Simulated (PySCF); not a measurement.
Compound: CH4F2Ge.
Bonds: F1–C2, C2–Ge3, Ge3–F4. Hydrogens: H5, H6 on C2; H7, H8 on Ge3.

Level: CAM-B3LYP/def2-SVPD in PySCF, non-relativistic, on one gas-phase PBE0-D3(BJ)/def2-SVP geometry that isn't relaxed in the solvent. The solvent is an IEF-PCM continuum (cavity from Bondi-type radii × 1.2), and excitations are vertical TDDFT with non-equilibrium linear response and a frozen core. The model holds no explicit solvent molecules, cavitation or dispersion. Spin–orbit coupling is left out although an atom past zinc is present.

Gas-phase singlets (H = HOMO, L = LUMO):

```csv
state,E (eV),λ (nm),f,leading configurations
S1,7.059,176,0.006,H→L 95%
S2,7.826,158,0.001,H-1→L 94%
S3,8.194,151,0.023,H→L+1 90%
S4,8.770,141,0.000,H-2→L 80%
S5,8.818,141,0.272,H→L+2 81%
```

How does the list change in acetonitrile (ε = 35.69)?

```tsv
state	E (eV)	λ (nm)	f	leading configurations	change by rank (eV)
S1	6.981	178	0.008	H→L 94%	-0.078
S2	7.729	160	0.002	H-1→L 94%	-0.097
S3	8.255	150	0.025	H→L+1 85%, H→L+2 10%	+0.061
S4	8.719	142	0.000	H-2→L 79%	-0.051
S5	8.801	141	0.354	H→L+2 79%, H→L+1 9%	-0.017
```

The ground-state energy changes by -0.191 eV from gas to acetonitrile. By how much does the total energy of gas-phase S1 change?

E(S1) = E(S0) + excitation energy, so it changes by -0.191 − 0.078 = -0.269 eV: it is lowered more than the ground state, which is what a red shift means. This is the vertical state, with the slow part of the continuum still set for S0.

How do the frontier levels move from gas to acetonitrile?

| orbital | gas (eV) | solvent (eV) | change (eV) | Löwdin shares, gas | Löwdin shares, solvent |
| --- | --- | --- | --- | --- | --- |
| LUMO+2 | 1.44 | 1.75 | +0.31 | Ge3 26 %, H7 16 %, H8 16 %, C2 14 % | Ge3 24 %, C2 16 %, H7 15 %, H8 15 % |
| LUMO+1 | 1.05 | 1.33 | +0.28 | Ge3 44 %, C2 17 %, H8 8 %, H7 8 % | Ge3 48 %, C2 15 %, H8 8 %, H7 8 % |
| LUMO | 0.45 | 0.60 | +0.15 | Ge3 39 %, F4 12 %, C2 11 %, H7 11 % | Ge3 38 %, F4 14 %, H7 10 %, H8 10 % |
| HOMO | -10.32 | -10.05 | +0.27 | C2 30 %, F1 23 %, Ge3 20 %, F4 9 % | C2 31 %, F1 22 %, Ge3 21 %, F4 7 % |
| HOMO-1 | -11.13 | -10.85 | +0.28 | Ge3 32 %, H7 20 %, H8 20 %, F4 16 % | Ge3 32 %, H8 20 %, H7 20 %, F4 12 % |
| HOMO-2 | -12.01 | -11.78 | +0.23 | F1 46 %, C2 22 %, H6 10 %, H5 10 % | F1 42 %, C2 23 %, H6 10 %, H5 10 % |
| HOMO-3 | -13.03 | -13.06 | -0.03 | F4 68 %, F1 15 %, Ge3 9 % | F4 59 %, F1 17 %, Ge3 12 %, H7 4 % |

The HOMO–LUMO gap goes from 10.76 to 10.66 eV.

Hardware: one thread of an Arm Neoverse N1, shared host with 64 logical CPUs at a one-minute load of 58. Cost: 21 s of wall time, 0.70 GiB resident at most. This is the whole response run at CAM-B3LYP/def2-SVPD in acetonitrile, SCF included.

Shape of the structure used: `[F:1][CH2:2][GeH2:3][F:4]`: F1–C2–Ge3–F4 180°.
